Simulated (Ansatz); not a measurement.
`CN[Si](Cl)(Cl)Cl` + CH₃OH → `CO[Si](Cl)(Cl)Cl` + CH₃NH₂ at 700 K and 1 bar (ligand exchange at the Si–N bond).

Computed with Ansatz on PBE0-D4/def2-TZVP structures; ΔE is electronic, products minus reactants. CCSD(T)/CBS adds triple-zeta CCSD(T) − MP2 to the extrapolated MP2 energy (def2 sets, frozen cores). This one scheme is used for every species. One conformer a species, not always the lowest.

```json
{"species": "`CN[Si](Cl)(Cl)Cl`", "CCSD(T)/CBS energy (Eh)": "-1763.76586", "H − E (kJ/mol)": "244.1", "S (J/(mol·K))": "520.2"}
{"species": "CH₃OH", "CCSD(T)/CBS energy (Eh)": "-115.61712", "H − E (kJ/mol)": "170.8", "S (J/(mol·K))": "288.5"}
{"species": "`CO[Si](Cl)(Cl)Cl`", "CCSD(T)/CBS energy (Eh)": "-1783.64494", "H − E (kJ/mol)": "207.7", "S (J/(mol·K))": "505.7"}
{"species": "CH₃NH₂", "CCSD(T)/CBS energy (Eh)": "-95.75281", "H − E (kJ/mol)": "207.6", "S (J/(mol·K))": "296.6"}
```

H − E and S are ideal-gas, rigid-rotor, harmonic terms from PBE0-D4/def2-TZVP, for one conformer and one mirror image of each species. 1 Eh = 2625.50 kJ/mol, R = 8.31446 J/(mol·K).

Question: By hand: ΔE, ΔH, ΔS and ΔG.

Answer: ΔE = (-1783.64494) + (-95.75281) − (-1763.76586) − (-115.61712) = -0.01477 Eh = -38.8 kJ/mol. Δ(H − E) = 207.7 + 207.6 − 244.1 − 170.8 = 0.4, so ΔH = -38.4 kJ/mol. ΔS = 505.7 + 296.6 − 520.2 − 288.5 = -6.4 J/(mol·K). ΔG = -38.4 − 700 × (-6.4)/1000 = -33.9 kJ/mol.

Question: By hand: the equilibrium constant, and the temperature at which ΔG would vanish if ΔH and ΔS stayed fixed.

Answer: log₁₀ K = −ΔG/(RT ln 10) = 2.5. ΔG = 0 at ΔH/ΔS = 6000 K, far beyond where these terms or the molecules hold.

The number of gas molecules stays the same, so ΔS is small and ΔH decides. A doubt of 5 kJ/mol in ΔE shifts log₁₀ K by 0.4 here. Other conformers and mirror images would add mixing entropy, several J/(mol·K) or more a flexible species. Modes under 60 cm⁻¹, often nearly free rotors, make the harmonic entropy too high. These are equilibria of isolated gas molecules and say nothing of rates. Largest T1 diagnostic: 0.010 (customary marks: 0.02 for closed shells, 0.045 for open ones).
